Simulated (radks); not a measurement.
The numbers below are computed, except where a source is named.
All-electron atom: Mn in [Ar] 3d(up 4.5, down 0.5) 4s2 (fractional occupations, a model configuration). Level of theory: scalar-relativistic Kohn-Sham, r2SCAN, spin-polarised, spherical densities, finite nucleus; meta-GGA in the generalised Kohn-Sham scheme; Fermi nuclear charge, rms radius 3.7057 fm (a radial shooting solver on a logarithmic mesh with Libxc functionals).

X-ray form factor f0, the Fourier transform of the density (f0(0) = 25):

sin(theta)/lambda (1/angstrom)  f0 (electrons)
0.05                                    24.298
0.1                                     22.644
0.15                                    20.758
0.2                                     18.970
0.25                                    17.316
0.3                                     15.773
0.4                                     13.035
0.5                                     10.859
0.6                                      9.263
0.8                                      7.372
1                                        6.354
1.25                                     5.394
1.5                                      4.487
2                                        2.961
